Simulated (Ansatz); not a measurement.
## Abstraction of F: MgHF + SiH(SiH3)F → MgH + SiH(SiH3)F2

Species: MgHF `[F][MgH]`, singlet; SiH(SiH3)F, doublet; MgH, doublet; SiH(SiH3)F2, singlet. A radical takes F: the energy is the difference in strength between the Mg–F bond broken and the Si–F bond made.

Shapes, held fixed at every level: PBE0-D4/def2-TZVP. Programs: Ansatz 0.2.0. The zero-point and thermal change to 298 K, harmonic and unscaled (PBE0-D4/def2-TZVP), is +2.1 kJ/mol.

Question: Estimate ΔH(298 K) of this reaction.

Answer: The highest level, CCSD(T)/def2-TZVPP, gives ΔH(298 K) = -58.7 kJ/mol; the levels span -63.7 to -32.0. The column of differences is taken from that level and isn't an error. No measured value is set beside it here. Open shells run unrestricted. Outer-core shells of Mg are correlated, in sets that cover them unevenly.

```csv
level,kind,ΔH(298 K) (kJ/mol),less CCSD(T)/def2-TZVPP
SPW92/def2-TZVPP,LDA,-63.7,-5.0
PBE-D4/def2-TZVPP,GGA,-46.0,+12.7
BHLYP-D4/def2-TZVPP,global hybrid,-61.7,-3.0
PBE0-D4/def2-TZVPP,global hybrid,-55.2,+3.5
wB97X-V/def2-TZVPP,range-separated hybrid,-51.7,+7.0
CCSD/def2-SVP,coupled cluster or CI,-32.0,+26.7
CCSD/def2-TZVPP,coupled cluster or CI,-59.2,-0.5
CCSD(T)/def2-TZVPP,coupled cluster or CI,-58.7,0.0
```
